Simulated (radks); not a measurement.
The numbers below are computed, except where a source is named.
All-electron atom: Tb4+ in [Xe] 4f7.

Code: a radial shooting solver on a logarithmic mesh with Libxc functionals. Model: scalar-relativistic Kohn-Sham, PBE, spin-polarised, spherical densities, finite nucleus; open shells are filled with parallel spins first (spin-orbit coupling, left out, can overturn this in heavy ions); Fermi nuclear charge, rms radius 5.06 fm.

Energy parts (hartree):
total: -11705.1971
kinetic: 12596.8442
electron-nucleus: -28487.3297
Hartree: 4439.7107
exchange-correlation: -254.4224

Orbitals (lengths in bohr, moments of r in powers of bohr; <r^-3> diverges for s and p1/2; r(max) is where P^2 peaks):
| orbital | occ. | eigenvalue (hartree) | <1/r> | r(max) | <r^-3> |
|---|---|---|---|---|---|
| 1s down | 1 | -1907.431 | 73.09 | 0.01364 | - |
| 1s up | 1 | -1907.431 | 73.09 | 0.01364 | - |
| 2s up | 1 | -317.8389 | 16.97 | 0.07750 | - |
| 2s down | 1 | -317.8366 | 16.97 | 0.07750 | - |
| 2p up | 3 | -282.6637 | 15.80 | 0.06280 | 12100 |
| 2p down | 3 | -282.6621 | 15.80 | 0.06280 | 12100 |
| 3s up | 1 | -72.12201 | 6.233 | 0.2198 | - |
| 3s down | 1 | -72.01307 | 6.240 | 0.2197 | - |
| 3p up | 3 | -61.27187 | 5.851 | 0.2159 | 2552 |
| 3p down | 3 | -61.16340 | 5.858 | 0.2157 | 2559 |
| 3d up | 5 | -47.11412 | 5.550 | 0.1765 | 342.9 |
| 3d down | 5 | -47.03115 | 5.557 | 0.1764 | 343.9 |
| 4s up | 1 | -15.96543 | 2.635 | 0.5043 | - |
| 4s down | 1 | -15.72077 | 2.633 | 0.5042 | - |
| 4p up | 3 | -12.38030 | 2.422 | 0.5263 | 575.9 |
| 4p down | 3 | -12.13845 | 2.420 | 0.5261 | 574.3 |
| 4d up | 5 | -7.45486 | 2.142 | 0.5452 | 65.22 |
| 4d down | 5 | -7.21673 | 2.138 | 0.5450 | 64.87 |
| 5s up | 1 | -3.46910 | 1.055 | 1.150 | - |
| 5s down | 1 | -3.35481 | 1.034 | 1.164 | - |
| 5p up | 3 | -2.54303 | 0.9115 | 1.287 | 90.47 |
| 5p down | 3 | -2.45876 | 0.8900 | 1.307 | 84.78 |
| 4f up | 7 | -2.07816 | 1.645 | 0.5427 | 9.612 |
| 4f down | 0 | -1.86076 | 1.611 | 0.5454 | 9.275 |

The highest occupied level is 4f up at -56.550 eV. Summed over all electrons, <r^2> = 31.53 bohr^2, which gives a Langevin (diamagnetic) susceptibility term of -25 x 10^-6 cm^3/mol. The density falls to 0.001 e/bohr^3 at r = 3.06 bohr. Spin moment in Bohr magnetons: 7. The electron density at the nucleus is 7.203e+05 e/bohr^3 (large components only). The spin density at the nucleus is 1.65 e/bohr^3 (1s 0.02, 2s -1.18, 3s -19.72, 4s 3.93, 5s 18.60).

Run on one thread of a shared host, so times are rough (Arm Neoverse V2): 0.24 s of CPU time, 0.24 s wall, 16 iterations on 2189 mesh points.
